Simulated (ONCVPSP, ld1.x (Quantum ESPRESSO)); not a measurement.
**Hardness and transferability of assorted potentials**

Generated with ld1.x 7.5 (TM, RRKJ, ultrasoft, PAW), atompaw 4.2 or ONCVPSP 4.0.1. The cutoff is in Ry: for ld1.x and atompaw files where the sum of valence levels is converged to 10 mRy in a Bessel basis, for ONCV files where the hardest occupied wave has 1 mHa per electron of residual kinetic energy. The error is the largest all-electron minus pseudo excitation energy over each file’s own four to seven test configurations (ionisations up to +4, promotions, holes and added fractions of an electron), all of which were solved. The labels leave out finer settings (local radius, basis sizes, second energies), which also bear on the numbers. Spin-polarised tests are not counted. The rows are a selection from randomly drawn settings: files with unsolved tests, undetermined cutoffs or missed reference levels are left out.

A true bound ghost makes a file unfit for plane-wave use even where its test errors are small: the radial tests pick states by their node count and pass the ghost by.

| element | potential | cutoff (Ry) | largest error (meV) | bound ghosts |
| --- | --- | --- | --- | --- |
| He | ONCV, LDA (Perdew-Wang 92), scalar-relativistic, rc 0.80/0.85 (sp), local smoothed, core correction no, reference 1s2, qcut 19.3/9.3, projectors 2/1 | 141 | +9.5 | s |
| He | ONCV, PBE, scalar-relativistic, rc 0.65/0.70 (sp), local smoothed, core correction no, reference 1s1, qcut 10.2/11.3, projectors 2/2 | 197 | +18 | none |
| N | ONCV, PBE, scalar-relativistic, rc 0.70/2.20/2.20 (spd), local smoothed, core correction yes, reference 2s2 2p2, qcut 11.5/7.3/4.5, projectors 1/1/3 | 111 | +1437 | none |
| F | TM semilocal, PBE, scalar-relativistic, rc 0.55/0.90 (sp), local s, core correction yes, reference 2s2 2p3.5 | 230 | +289 | none |
| Te | ONCV, PBE, scalar-relativistic, rc 1.30/1.20/1.25 (spd), local smoothed, core correction yes, reference 4s2 4p6 4d10 5s2 5p3, qcut 9.4/9.2/15.1, projectors 2/3/3 | 103 | -12 | none |
| Ba | TM, PBEsol, fully relativistic, rc 3.35/2.40/2.70 (spd), local s, core correction no, reference 5p6 5d1 6s1 6p0 | 21 | -606 | none |
| Os | ONCV, PBE, scalar-relativistic, rc 1.60/1.70/2.25/2.40 (spdf), local smoothed, core correction yes, reference 5s2 5p6 5d6 6s1 6p1, qcut 8.7/8/8.5/5, projectors 2/2/2/3 | 51 | -6.5 | none |
| Os | ONCV, PW91, scalar-relativistic, rc 1.60/1.30/1.90/2.05 (spdf), local smoothed, core correction no, reference 5s2 5p6 5d6 6s2, qcut 8.7/6.6/9.6/5.1, projectors 2/1/2/2 | 141 | -11 | none |

Problem. Fill in the row for Se: PAW, LDA (PZ), scalar-relativistic, rc 0.80/1.05/1.20 (spd), local smoothed, core correction yes, reference 3s2 3p6 3d10 4s2 4p4.

Solution. cutoff 160 Ry, largest error -74 meV, bound ghosts: none.
